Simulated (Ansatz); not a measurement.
Relaxation of GeH4NO (7 atoms, charge -1, multiplicity 1), to a largest force component of 0.02 eV/Å in at most 50 steps.

Computed with RKS PBE-D4/def2-SVP (Ansatz 0.2.0).

```xyz
7
Properties=species:S:1:pos:R:3
N -1.134 -0.660 -0.675
Ge -0.006 0.355 0.154
O 1.526 -0.604 0.256
H -2.049 -0.233 -0.800
H 0.532 1.746 -0.430
H -0.614 -1.555 -0.575
H 1.315 -1.426 -0.179
```

**Question.** Where does it end, and by what steps?

**Answer.** The run converged. Limits of this set-up: an anion without diffuse functions, the dipole of an ion depends on the origin. After 12 steps the energy has fallen by 2.661 eV; H6 moved furthest, 1.04 Å.

| step | energy less start (eV) | largest force component (eV/Å) | accepted |
| --- | --- | --- | --- |
| 0 | 0.0000 | 6.158 | yes |
| 1 | -1.3883 | 2.939 | yes |
| 2 | -2.1648 | 0.947 | yes |
| 3 | -2.3506 | 0.552 | yes |
| 4 | -2.4276 | 1.801 | yes |
| 5 | -2.5169 | 1.528 | yes |
| 6 | -2.5948 | 0.369 | yes |
| 7 | -2.6279 | 0.300 | yes |
| 8 | -2.6077 | 0.629 | no |
| 9 | -2.6580 | 0.127 | yes |
| 10 | -2.6609 | 0.034 | yes |
| 11 | -2.6611 | 0.021 | yes |
| 12 | -2.6613 | 0.016 | yes |

```xyz
7
Properties=species:S:1:pos:R:3
N -0.871 -0.850 -0.680
Ge 0.116 0.291 0.651
O 1.728 -0.637 0.257
H -1.450 -0.229 -1.268
H 0.197 1.540 -0.478
H -1.561 -1.422 -0.165
H 1.410 -1.071 -0.564
```

Run time: 15 s on 1 CPU thread of a shared host.
